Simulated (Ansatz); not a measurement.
```yaml
atoms:
  - { symbol: B, position_ang: [0.7650, 0.7650, 0.0000] }
  - { symbol: B, position_ang: [-0.7650, 0.7650, 0.0000] }
  - { symbol: B, position_ang: [-0.7650, -0.7650, 0.0000] }
  - { symbol: B, position_ang: [0.7650, -0.7650, 0.0000] }
```

Basis set: cc-pVDZ (spherical functions). Left uncorrelated: 4 orbitals. Charge 0, multiplicity 1.

Computed with Ansatz (development build ahead of 0.2.0); the reference of a correlated method needn't be the lowest determinant of its kind. Restricted open shells among the atoms or ions are ROHF, correlated in semicanonical orbitals with singles.

(1) Give the atomization energy at this shape (free ground-state atoms in the same class of orbitals less the molecule, no zero-point energy) of singlet B4 by RHF-CCSD(T), RHF-CCSD.

Results:

(1)

```
     method  atomization energy
RHF-CCSD(T)       1173.2 kJ/mol
   RHF-CCSD       1106.6 kJ/mol
```

Caution: large share of triples, a single reference is doubtful; no unrestricted run beside it, a lower state can exist; the reference determinant was not shown to be the lowest.
